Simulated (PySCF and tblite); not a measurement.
Results of a calculation; reference values are marked as such.
5,5-difluoro-1,3-dioxane, C₄H₆F₂O₂, numbered as in [F:1][C:2]1([F:3])[CH2:4][O:5][CH2:6][O:7][CH2:8]1.

The ensemble was built from 90 distance-geometry starts (ETKDG and KDG, MMFF94s, GFN2-xTB) and rests on PBE0-D3(BJ)/def2-SVP geometries. Weights use PBE0-D3(BJ)/def2-TZVP (IEF-PCM, chloroform) energies plus GFN2-xTB zero-point and thermal terms (modes under about 100 cm⁻¹ blended into free rotors). Symmetry numbers and mirror images are counted. Conformers within 3 kcal/mol (GFN2-xTB free energy) were kept, 8 at most. Codes: tblite and PySCF.

Rotational constants are equilibrium values for the commonest isotopes; dipoles come from the energy level named and are polarised by its solvent model.

The 6-ring runs over atoms 2–4–5–6–7–8. Of a mirror pair one member is shown.

| conformer | shape | symmetry |
| --- | --- | --- |
| 1 | 6-ring chair (F1 axial) | Cs |
| 2 | 6-ring twist-boat (ring torsions 67, -34, -34, 67, -31, -31°) | C2 (pair) |

**Question.** Give the rotational constants and dipole components.

**Answer.** 
```
conformer  A (MHz)  B (MHz)  C (MHz)  abs μa (D)  abs μb (D)  abs μc (D)      κ  Ic−Ia−Ib (u Å²)
        1     3467     1880     1633        0.96        0.00        2.63  -0.73           -105.1
        2     3550     1826     1604        1.54        0.01        0.00  -0.77           -104.1
```

**Question.** Which type of transition is strongest for conformer 1?

**Answer.** c-type, since that component is clearly the largest; the top is asymmetric (κ = -0.73).
